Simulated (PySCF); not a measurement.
ReO3Br, SMILES [O]=[Re](=[O])(=[O])[Br], multiplicity 1. Atoms are numbered in the order given.

```xyz
5

Re     0.0000     0.0000     0.5265
O     -1.3899     0.8025     1.0985
O      1.3899     0.8025     1.0985
O      0.0000    -1.6050     1.0985
Br     0.0000     0.0000    -1.8815
```
Charge 0, spin multiplicity 1.

Coordinates come from a B3LYP-D3(BJ)/def2-SVP optimisation. The multiplicity is an assumed one; other spin states were not compared. The def2 effective core potentials stand for the cores of Re; spin–orbit coupling is left out.

Method: r2SCAN/def2-TZVP in PySCF.

Symmetry labels are those of the subgroup Cs that the program uses (full group C3v).

Computed valence orbital energies around the gap with their symmetry:
```
orbital  symmetry  energy (eV)
-------  --------  -----------
HOMO−7         A"       -12.02
HOMO−6         A'       -11.02
HOMO−5         A'        -9.74
HOMO−4         A"        -9.30
HOMO−3         A'        -9.30
HOMO−2         A"        -8.83
HOMO−1         A"        -8.80
HOMO           A'        -8.80
LUMO           A'        -4.21
LUMO+1         A"        -4.21
LUMO+2         A'        -3.60
LUMO+3         A"        -1.50
```
